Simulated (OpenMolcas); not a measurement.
V4+ in a ligand field

V4+ with 6 ligands (bromide) in trigonal prismatic coordination (D3h) at 2.49 Å, a polar angle of 52.0° against the regular 49.1°. A charge of +0.333 e stands 2.8 Å behind each ligand. Ligand basis ANO-RCC-VDZP.

```yaml
Program: OpenMolcas
Method: CASSCF
Basis: ANO-RCC-VDZP [5s4p2d1f]
Scalar_Hamiltonian: DKH2, point nucleus
Active_space: 1 electron in 5 orbitals (3d)
State_averaging: 2S+1 = 2 even, 5 roots
Spin-orbit_coupling: state interaction with AMFI integrals over the reference wave functions
```

The lowest spin-free states (labels of D3, the rotations of D3h), above the lowest:

```csv
State,Degeneracy,E (cm-1)
2A1,1,0.0
2E,2,1272
2E,2,12134
```

The lowest levels with spin-orbit coupling:

| E (cm-1) | Degeneracy | Label | 2S+1 | g |
| --- | --- | --- | --- | --- |
| 0.0 | 2 | E1/2 | 2 | 1.97 1.97 2.00 |
| 1180 | 2 | E3/2 | 2 | 0.00 0.00 1.23 |
| 1366 | 2 | E1/2 | 2 | 0.00 0.00 5.23 |
| 12110 | 2 | E1/2 | 2 | 0.03 0.03 0.68 |
| 12161 | 2 | E3/2 | 2 | 0.00 0.00 3.33 |

Electric-dipole absorption from the lowest level at this geometry, strongest bands:

```tsv
E (cm-1)	λ (nm)	Label	f
1180	8470	E3/2	1.61e-06
1366	7320	E1/2	1.91e-06
12161	822	E3/2	1.61e-06
```

Powder χT (cm3 K/mol): 0.368 at 2 K, 0.368 at 10 K, 0.37 at 50 K, 0.372 at 100 K, 0.377 at 200 K, 0.383 at 300 K. The effective moment at 300 K is 2.828 √(χT) = 1.75 μB.

The lowest level has 2S+1 = 2, for which the spin-only value is χT = S(S+1) / 2 = 0.375 cm3 K/mol (g = 2). The computed 0.383 at 300 K differs by +0.008, through orbital momentum, spin-orbit coupling and any other state in reach.

Metal share of the active 3d orbitals (Löwdin): 73, 73, 88, 88, 95 %; Mulliken charge of the metal 0.64.

The least metal-like active orbital is 73 % on the metal (Löwdin) and no ligand orbital is active, so the numbers are rough. Ligand-to-metal charge-transfer states are missing. This ion would oxidise such ligands; the complex is a model and need not exist. With metal d orbitals alone and no dynamic correlation the field as a rule comes out too small, by tens of per cent, by up to half for chloride and softer ligands. No measured value stands beside these numbers; the geometry is a model, was not optimised and need not be the one that this ion takes.

The RASSCF and RASSI steps took 2.3 min on 1 thread of Arm Neoverse V2 (shared host); the integral step is not counted.
